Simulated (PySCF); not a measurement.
Computed XPS line lists of a few unrelated compounds.

Method: PySCF, delta-SCF UKS SCAN, pcX-2 on the ionised atom, pcseg-1 elsewhere, spin-free X2C. Geometries: PBE0-D3(BJ)/def2-SVP; isolated species, one conformer each.

Line lists (1s up to Mg, 2p3/2 beyond; areas count atoms within a level, one atom standing for each set equivalent by bonding):
1. B 1s: 195.92 eV; C 1s: 290.38 (area 1), 290.57 (area 2) eV
2. C 1s: 290.79 (area 1), 290.80 (area 1), 291.27 (area 1), 291.33 (area 1), 291.65 (area 1) eV; F 1s: 691.93 eV
3. C 1s: 290.12 (area 3), 292.05 (area 1) eV; F 1s: 691.98 eV; Si 2p3/2: 105.96 eV

Structures:
A. `C(C)(F)=C1C=C1`
B. `C[Si](C)(C)CF`
C. `CC(B)C`

Which list belongs to which compound?

- 1 = C: no other candidate has this set of levels. B 1s: 195.92 three-coordinate boron; C 1s: 290.38 sp3 carbon bound to boron, 290.57 methyl carbon (×2).
- 2 = A: no other candidate has this set of levels. C 1s: 290.79 allylic carbon, 290.80 fully substituted alkene carbon, 291.27 alkene CH carbon, 291.33 alkene CH carbon, 291.65 vinylic C–F carbon; F 1s: 691.93 vinyl fluorine.
- 3 = B: no other candidate has this set of levels. C 1s: 290.12 Si-methyl carbon (×3), 292.05 sp3 C–F carbon; F 1s: 691.98 alkyl fluorine; Si 2p3/2: 105.96 four-coordinate silicon.

2p3/2 and 2p1/2 are the ΔSCF energy of one spin-free 2p hole plus the eigenvalues of a spin–orbit and ligand-field matrix of the shell. 2 of these hole states are spin-contaminated (⟨S²⟩ up to 0.97, against 0.75; counted from 0.85) and less certain.
